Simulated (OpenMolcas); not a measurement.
**A ladder of methods for CH2BFS (SMILES FB1CS1)**

CH2BFS has 6 atoms, charge 0, and is taken as a singlet. As SMILES, `FB1CS1`. The coordinates come from a GFN2-xTB relaxation.

Quantity: the electronic atomisation energy, in eV. The values are calculated. Electronic energies at fixed atoms, without zero-point motion or spin-orbit coupling.

```
             level           kind     program  value (eV)  CPU time (all runs)
    HF/aug-cc-pVDZ   Hartree–Fock  OpenMolcas       17.77                 29 s
  BLYP/aug-cc-pVDZ            GGA  OpenMolcas       24.31                 75 s
   PBE/aug-cc-pVDZ            GGA  OpenMolcas       25.44                 74 s
revPBE/aug-cc-pVDZ            GGA  OpenMolcas       24.42                 74 s
 M06-L/aug-cc-pVDZ       meta-GGA  OpenMolcas       25.02              2.1 min
  TPSS/aug-cc-pVDZ       meta-GGA  OpenMolcas       24.73              1.7 min
 B3LYP/aug-cc-pVDZ  global hybrid  OpenMolcas       24.30                 74 s
  PBE0/aug-cc-pVDZ  global hybrid  OpenMolcas       24.82                 69 s
```

The values span 17.77 to 25.44 eV. CPU times are rough (shared hosts, several kinds of processor): they show what a rung costs within a factor of a few.
